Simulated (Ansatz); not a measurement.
Ideal-gas functions of ClF$_{2}$H$_{3}$SSi$_{2}$, SMILES `F[SiH](F)S[SiH2]Cl` at 400 K and 1 bar, from an Ansatz frequency run at PBE0-D4/def2-TZVP.

Molar mass 164.71 g/mol, point group C1 (symmetry number 1), electronic degeneracy 1, moments of inertia 198.752, 562.955, 633.929 u Å². Harmonic wavenumbers (cm⁻¹, unscaled): 33, 36, 101, 161, 229, 283, 356, 482, 531, 570, 576, 721, 814, 822, 850, 899, 938, 958, 2264, 2280, 2313.

Use S(trans) = R[1.5 ln M + 2.5 ln T − 1.1517]; rotational temperatures θ = 24.2544 K / I; S(rot) = R[ln(√π/σ · √(T³/θAθBθC)) + 1.5]; for each mode x = 1.438777 ν̃/T, S = R[x/(eˣ − 1) − ln(1 − e⁻ˣ)] and H = RT x/(eˣ − 1); 1 cm⁻¹ = 0.0119627 kJ/mol; R = 8.31446 J/(mol·K).

By hand: the entropy, in J/(mol·K).

Translation 178.6. Rotation: θ = 0.122, 0.0431, 0.0383 K, giving 127.3. Vibration, mode by mode: 26.04, 25.32, 16.78, 12.97, 10.16, 8.52, 6.80, 4.71, 4.09, 3.66, 3.60, 2.39, 1.83, 1.79, 1.65, 1.44, 1.28, 1.21, 0.02, 0.02, 0.02, in all 134.3. Electronic 0.0. Sum 440.2 J/(mol·K).

By hand: H − E and G − E in kJ/mol, counted from the electronic energy.

Zero-point energy ½ × 16217 × 0.0119627 = 97.0; thermal vibration 25.0; translation, rotation and pV give 4 RT = 13.3. H − E = 135.3 kJ/mol, and G − E = 135.3 − 400 × 440.2/1000 = -40.8 kJ/mol.

Vibration gives 31 % of the entropy, 68.1 J/(mol·K) of it from the modes under 150 cm⁻¹: soft modes count most, and the harmonic formula is weakest for them. The sum counts one conformer and one mirror image; others add a mixing term.
